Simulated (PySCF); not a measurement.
Ti(F)3(NH2) (F3H2NTi), SMILES [NH2][Ti]([F])([F])[F], multiplicity 1. Heavy atoms are numbered as in [Ti:1]([F:2])([F:3])([F:4])[NH2:5]. Hydrogens are named by the atom that carries them.

Coordinates come from a PBE-D3(BJ)/def2-SVP optimisation. The spin state was assumed, not searched. The structure was generated by enumeration; whether it is a known compound was not checked. Other conformers were not sampled.

Method: r2SCAN/def2-TZVP in PySCF.

Atomic charges (e), one atom of each kind:

```json
[
 {"atom": "Ti1", "Mulliken": "1.57", "IAO": "1.57"},
 {"atom": "F2", "Mulliken": "-0.43", "IAO": "-0.44"},
 {"atom": "N5 (NH2)", "Mulliken": "-0.80", "IAO": "-0.81"},
 {"atom": "H on N5", "Mulliken": "0.26", "IAO": "0.28"}
]
```
